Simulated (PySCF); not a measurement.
LiCl, SMILES [Li][Cl].

Geometry: PBE0-D3(BJ)/def2-TZVPD.

Calculation: CAM-B3LYP/def2-TZVPD (PySCF).

Estimate the frontier levels, gap, dipole moment and polarisability. (An estimate is asked for; the answer gives what the named calculation found.)


```
Quantity                                                                                                        Result
---------------------------------------------------------------------------------------------  -----------------------
highest occupied level                                                                                        -8.58 eV
lowest empty level                                                                                            -1.02 eV
orbital gap                                                                                                    7.56 eV
dipole moment                                                                                                   7.02 D
quadrupole, principal values (traceless, Buckingham form, about the centre of nuclear charge)  -7.07, -7.07, 14.13 D·Å
mean static polarisability                                                                        26.4 bohr³ (3.91 Å³)
polarisability, principal values                                                                25.8, 25.8, 27.6 bohr³
```
